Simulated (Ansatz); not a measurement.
`C[SiH2][SiH](F)F` + `BN` → `BN[SiH](F)F` + `C[SiH3]` at 298.15 K and 1 bar (cleavage of the Si–Si bond).

Program: Ansatz. Geometries: PBE0-D4/def2-TZVP. ΔE: electronic, gas phase. CCSD(T)/CBS is the MP2 limit (def2-TZVPP, def2-QZVPP) plus CCSD(T) − MP2 in def2-TZVPP, frozen cores. This one scheme is used for every species. One conformer a species, not always the lowest.

| species | CCSD(T)/CBS energy (Eh) | H − E (kJ/mol) | S (J/(mol·K)) |
| --- | --- | --- | --- |
| `C[SiH2][SiH](F)F` | -819.54558 | 204.1 | 371.8 |
| `BN` | -81.93499 | 137.2 | 228.1 |
| `BN[SiH](F)F` | -570.77155 | 160.8 | 335.9 |
| `C[SiH3]` | -330.73916 | 173.3 | 255.5 |

H − E and S are ideal-gas, rigid-rotor, harmonic terms from PBE0-D4/def2-TZVP, for one conformer and one mirror image of each species. 1 Eh = 2625.50 kJ/mol, R = 8.31446 J/(mol·K).

Question: By hand: ΔE, ΔH, ΔS and ΔG.

Answer: ΔE = (-570.77155) + (-330.73916) − (-819.54558) − (-81.93499) = -0.03014 Eh = -79.1 kJ/mol. Δ(H − E) = 160.8 + 173.3 − 204.1 − 137.2 = -7.2, so ΔH = -86.3 kJ/mol. ΔS = 335.9 + 255.5 − 371.8 − 228.1 = -8.5 J/(mol·K). ΔG = -86.3 − 298.15 × (-8.5)/1000 = -83.8 kJ/mol.

Question: By hand: the equilibrium constant, and the temperature at which ΔG would vanish if ΔH and ΔS stayed fixed.

Answer: log₁₀ K = −ΔG/(RT ln 10) = 14.7. ΔG = 0 at ΔH/ΔS = 10153 K, far beyond where these terms or the molecules hold.

The number of gas molecules stays the same, so ΔS is small and ΔH decides. A doubt of 5 kJ/mol in ΔE shifts log₁₀ K by 0.9 here. Other conformers and mirror images would add mixing entropy, several J/(mol·K) or more a flexible species. Modes under 60 cm⁻¹, often nearly free rotors, make the harmonic entropy too high. These are equilibria of isolated gas molecules and say nothing of rates. Largest T1 diagnostic: 0.012 (customary marks: 0.02 for closed shells, 0.045 for open ones).
